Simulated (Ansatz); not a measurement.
C3H10BN from Hartree–Fock to CCSD(T)

```tsv
atom	x (Å)	y (Å)	z (Å)
B1	0.9693	-0.2021	-1.2104
C2	0.1274	0.0433	0.0930
C3	-0.2617	1.4307	0.5243
C4	0.0698	-0.9814	1.1926
N5	-0.6293	-0.3997	-1.1306
H6	1.5526	-1.2440	-1.3353
H7	1.2798	0.7410	-1.8852
H8	-0.2597	2.1256	-0.3188
H9	0.4682	1.8040	1.2464
H10	-1.2483	1.4578	1.0051
H11	0.8179	-0.7412	1.9516
H12	-0.9094	-1.0082	1.6882
H13	0.3048	-1.9809	0.8188
H14	-1.0305	-1.3248	-1.0976
H15	-1.2510	0.2799	-1.5422
```

Charge 0, multiplicity 1. The bonds changed during the relaxation, so this is another structure than the one it started from. The geometry is a stationary point of PBE0-D4/def2-TZVP. It is one conformer, not always the lowest. Frozen core, restricted reference, Ansatz 0.2.0. CBS rows extrapolate triple and quadruple zeta; past MP2 they add the triple-zeta difference.

```
     basis     HF (Eh)  MP2 corr.
def2-TZVPP  -198.62075   -0.86133
def2-QZVPP  -198.63030   -0.91571
```

(1) Estimate the CCSD correlation energy and the (T) correction in each basis where they were run (hartree).

## Answers

(1) 
```csv
basis,CCSD corr.,(T)
def2-TZVPP,-0.91184,-0.03614
CBS(def2),-1.00651,as TZ
```
